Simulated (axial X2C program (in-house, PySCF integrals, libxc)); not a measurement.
TiTe⁺: properties at the nuclei

Calculated with an in-house all-electron X2C program for linear molecules (integrals from PySCF): two-component X2C with atomic mean-field Coulomb and Gaunt terms, Gaussian nuclei, basis Te dyall-cv3z, Ti dyall-cv3z with contracted cores.

R = 2.471 Å (near the PBE0 minimum at charge 1 of the determinant lowest at the starting distance; the state shown can have its own minimum elsewhere).

Determinant lowest in the PBE0 search, Ω = 5/2 (⟨Sz⟩ = 0.51, ⟨Lz⟩ = 1.99 at PBE0), spin on the atoms Te -0.55, Ti 1.06:

| level | Eeff magnitude (GV/cm) | Ws magnitude Te (kHz) | A∥/gI Te (MHz) | qzz Te (a.u.) | A∥/gI Ti (MHz) | qzz Ti (a.u.) |
| --- | --- | --- | --- | --- | --- | --- |
| PBE0 | 0.774 | 0.201 | 24.9 | -3.77 | 126 | -0.10 |
| HF | 2.49 | 0.568 | -230 | -4.04 | 139 | 0.01 |
| LDA | 0.221 | 0.0369 | 46.9 | -2.15 | 97.9 | -0.24 |
| r2SCAN | 1.03 | 0.272 | 120 | -3.53 | 118 | -0.11 |
| BP86 | 0.0548 | 0.00165 | 72.5 | -2.29 | 105 | -0.18 |

Determinant 0.45 eV from it at PBE0 and this distance, Ω = 1/2 (⟨Sz⟩ = 1.50, ⟨Lz⟩ = -1.00 at PBE0), spin on the atoms Te 0.33, Ti 1.17:

```tsv
level	Eeff magnitude (GV/cm)	Ws magnitude Te (kHz)	A∥/gI Te (MHz)	qzz Te (a.u.)	A∥/gI Ti (MHz)	qzz Ti (a.u.)
PBE0	0.74	1.07	1470	-4.42	-95.6	-0.46
HF	1.38	1.77	1330	-3.62	-426	-0.58
LDA	0.103	0.123	341	-3.11	1360	-1.89
r2SCAN	1.54	1.88	736	-3.82	1330	-1.93
BP86	0.262	0.311	455	-3.11	1350	-1.87
```

Eeff is the effective electric field on the electron electric dipole moment in this Ω state and Ws the scalar–pseudoscalar constant of the nucleus named (defined with the proton number Z and per Ω); A∥ (defined per Ω) follows by multiplying with gI = μI/(I μN); qzz is the electric field gradient, eQq0 = 234.96 MHz × Q/barn × qzz. The operators were transformed with the bare-nucleus X2C matrices; with these basis sets, hyperfine constants and field gradients can be off by tens of per cent, and where levels differ in sign neither size nor sign is settled.

With gI(47Ti) = -0.3154 (g factors from the IAEA table of nuclear moments by Stone), turn the PBE0 values of the first state into constants in MHz.

A∥(47Ti) = 126 × -0.3154 = -39.7 MHz.

Each state is one determinant with collinear spin, which with several unpaired electrons need not be a pure state. Unrestricted Hartree–Fock can overshoot spin polarisation at the nuclei. In the state Ω = 5/2 the sign of Eeff differs between levels (LDA, BP86 against PBE0). With several open shells hyperfine constants can be off by a factor of several. Where Eeff spreads by more than a factor of two the levels disagree and none is to be relied on. In the state Ω = 5/2 the atomic spins oppose each other (-0.55, 1.06): a broken-symmetry determinant whose values are not spin-projected. At BP86, LDA, r2SCAN a later determinant lies lower. States lie within half an eV, so the first need not be the ground state. The sign of Ws at Te differs between levels in the first state. Further determinants of the search, some of them spin-mixed, are not shown. Where a field gradient or hyperfine factor spreads by more than a factor of two over the levels, a constant derived from it is not to be relied on. PBE0 term energies can be off by some tenths of an eV.
